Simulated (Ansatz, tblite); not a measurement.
Forces on In4Sn at its r2SCAN-D4/def2-SVP geometry. The state is a singlet with charge 0.

In the def2 sets In, Sn take a core potential; there is no spin–orbit coupling. The xTB rows come from tblite. The structure comes from a short search, and lower isomers may exist.

GFN1-xTB (tblite), largest force 0.88 eV/Å:

```xyz
5
positions Å, forces eV/Å
In   -0.636   -0.651   -2.846   -0.051   -0.269   -0.442
In    0.194    1.673    1.779    0.042   -0.216    0.023
In    2.224    0.538    0.036    0.363    0.650    0.372
In   -1.962   -0.189    1.200   -0.313    0.528    0.588
Sn    0.179   -1.372   -0.169   -0.041   -0.692   -0.541
```

GFN2-xTB (tblite), largest force 0.64 eV/Å:

```
In -0.024 -0.137 -0.205
In 0.037 -0.211 -0.006
In 0.384 -0.054 -0.129
In -0.366 -0.185 0.088
Sn -0.031 0.587 0.253
```

r2SCAN-D4/def2-TZVP (Ansatz), largest force 0.12 eV/Å:

```
In 0.021 -0.013 0.079
In -0.005 -0.074 -0.069
In -0.109 -0.029 0.042
In 0.114 0.012 -0.021
Sn -0.021 0.103 -0.031
```
